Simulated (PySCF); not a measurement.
Start geometry of `O[SiH2]O/C=C\C` from GFN2-xTB (Å):
```
atom  x, y, z in Å
C1    -2.2801   -0.4999   -0.1054
C2    -1.6324    0.8417    0.0657
C3    -0.3327    1.0077    0.1228
O4     0.5861   -0.0185    0.0441
Si5    2.1626   -0.0700   -0.0112
O6     2.3775   -1.6623   -0.0175
H7    -2.9838   -0.6618    0.7109
H8    -2.8568   -0.4803   -1.0425
H9    -1.5632   -1.2641   -0.1195
H10   -2.2621    1.7148    0.1553
H11    0.1220    1.9881    0.2668
H12    2.6870    0.5607   -1.2129
H13    2.7279    0.5596    1.1794
H14    3.2407   -2.0308   -0.0437
```

What comes out of this run: PBE0-D3(BJ)/def2-SVP geometry optimisation, gas phase in PySCF?

```
atom  x, y, z in Å
C1    -2.3411   -0.2098   -0.3641
C2    -1.4988    0.6947    0.4702
C3    -0.1660    0.7674    0.4181
O4     0.5794    0.0128   -0.4305
Si5    2.2428   -0.1380   -0.4058
O6     2.7743   -1.1154    0.8192
H7    -2.9398   -0.8925    0.2621
H8    -3.0566    0.3628   -0.9778
H9    -1.7197   -0.8153   -1.0379
H10   -1.9931    1.3622    1.1823
H11    0.3925    1.4606    1.0609
H12    2.5680   -0.6923   -1.7452
H13    2.8587    1.1868   -0.1382
H14    2.5204   -2.0426    0.7879
```

The energy falls by 0.500 eV over 25 energy and gradient evaluations, the largest force component goes from 0.0782 to 2.8e-04 Eh/bohr, and the atoms move by 0.897 Å rms after alignment. The bond that changes most is O4–Si5 (silyl ether oxygen to oxygen-bound silicon), which lengthens by 0.092 Å. Bonds longer at the end by more than 0.005 Å: 10 of 13; shorter: 2. Among the angles that change most is O4–Si5–O6, from 99.6° to 112.6°. Among the dihedrals that turn most is O4–Si5–O6–H14, from 180° to 64°. Rotational constants go from 7412, 1386, 1194 to 7721, 1230, 1228 MHz. The orientation of the end geometry is arbitrary; only internal coordinates are fixed.

The run used 128 basis functions and 183 SCF cycles in all. Hardware: one thread of an Arm Neoverse V1, no GPU (shared host). Cost: 2.7 min, 0.53 GiB resident at most.

No frequency check. One conformer, not necessarily the lowest.
